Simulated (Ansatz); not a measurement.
Total energies of FH$_{2}$IO$_{2}$Zr, SMILES `[OH][Zr]([OH])([F])[I]`.

```xyz
7

O     1.329   -0.489    0.940
Zr   -0.349    0.065    0.248
O    -0.449   -0.231   -1.623
F    -1.720   -0.944    1.097
I    -0.694    2.743    0.757
H     2.221   -0.758    1.139
H    -0.338   -0.385   -2.557
```

Charge 0, multiplicity 1. Correlated methods include outer-core shells of I, Zr, which these sets cover unevenly. Zr, I: def2 effective core potential. Geometry: relaxed with PBE0-D4/def2-TZVP. It is one conformer, not always the lowest. Basis def2-TZVPP, Ansatz 0.2.0.

RPA on PBE orbitals: Hartree–Fock energy of these orbitals -593.86491 Eh, correlation -2.21855 Eh (frozen core).

```
functional  energy without D4 (Eh)  D4 term (kJ/mol)
    revPBE              -596.67152             -36.8
    B97M-V              -596.58907                 –
      PBE0              -596.42099             -14.8
     B3LYP              -596.79134             -27.4
   r2SCAN0              -596.60318              -5.0
     BHLYP              -596.42557             -26.5
 CAM-B3LYP              -596.57702             -15.6
   LC-ωPBE              -596.58767                 –
   ωB97X-V              -596.54775                 –
    B2PLYP              -596.28453                 –
```

(1) Give the same for LDA (SPW92), PBE, BLYP, r2SCAN, r2SCANh, HSE06 (plane-wave form), ωB97M-V, PBE-QIDH. (An estimate is asked.)

B3LYP takes the VWN-RPA correlation (the form of Gaussian; ORCA's B3LYP/G). HSE06 is the plane-wave form, built on full-range PBE exchange. The double hybrids freeze the cores in their second-order part.

## Answers

(1) Computed: 
```csv
functional,energy without D4 (Eh),D4 term (kJ/mol)
LDA (SPW92),-594.44932,–
PBE,-596.42879,-16.9
BLYP,-596.57062,-34.3
r2SCAN,-596.70957,-4.1
r2SCANh,-596.66623,-4.5
HSE06 (plane-wave form),-596.40768,-14.1
ωB97M-V,-596.51047,–
PBE-QIDH,-596.18281,–
```

LC-ωPBE has ω = 0.4 bohr⁻¹.
